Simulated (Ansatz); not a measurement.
`[OH][GaH][Br]` + HCl → `[OH][GaH][Cl]` + HBr at 600 K and 1 bar (ligand exchange at a Ga–Br bond).

Computed with Ansatz on PBE0-D4/def2-TZVP structures; ΔE is electronic, products minus reactants. CBS: MP2 limit from def2 TZ/QZ plus the TZ coupled-cluster correction, frozen cores. This one scheme is used for every species. For Br, Ga outer-core shells are correlated without core-valence functions, which leaves a few kJ/mol of doubt a bond. Scalar relativity is left out up to krypton. One conformer a species, not always the lowest.

| species | CCSD(T)/CBS energy (Eh) | H − E (kJ/mol) | S (J/(mol·K)) |
| --- | --- | --- | --- |
| `[OH][GaH][Br]` | -4573.71961 | 95.5 | 366.0 |
| HCl | -460.38127 | 35.4 | 207.2 |
| `[OH][GaH][Cl]` | -2460.17745 | 95.8 | 354.0 |
| HBr | -2573.91920 | 33.5 | 219.1 |

H − E and S are ideal-gas, rigid-rotor, harmonic terms from PBE0-D4/def2-TZVP, for one conformer and one mirror image of each species. 1 Eh = 2625.50 kJ/mol, R = 8.31446 J/(mol·K).

Task: By hand: ΔE, ΔH, ΔS and ΔG.

Result: ΔE = (-2460.17745) + (-2573.91920) − (-4573.71961) − (-460.38127) = 0.00423 Eh = 11.1 kJ/mol. Δ(H − E) = 95.8 + 33.5 − 95.5 − 35.4 = -1.6, so ΔH = 9.5 kJ/mol. ΔS = 354.0 + 219.1 − 366.0 − 207.2 = -0.1 J/(mol·K). ΔG = 9.5 − 600 × (-0.1)/1000 = 9.6 kJ/mol.

Task: By hand: the equilibrium constant, and the temperature at which ΔG would vanish if ΔH and ΔS stayed fixed.

Result: log₁₀ K = −ΔG/(RT ln 10) = -0.8. ΔH and −TΔS have one sign here, so there is no such temperature.

The number of gas molecules stays the same, so ΔS is small and ΔH decides. A doubt of 5 kJ/mol in ΔE shifts log₁₀ K by 0.4 here. Other conformers and mirror images would add mixing entropy, several J/(mol·K) or more a flexible species. These are equilibria of isolated gas molecules and say nothing of rates. Largest T1 diagnostic: 0.013 (customary marks: 0.02 for closed shells, 0.045 for open ones).

ΔS is within the doubt of such terms, so its sign, and with it that verdict, could turn.
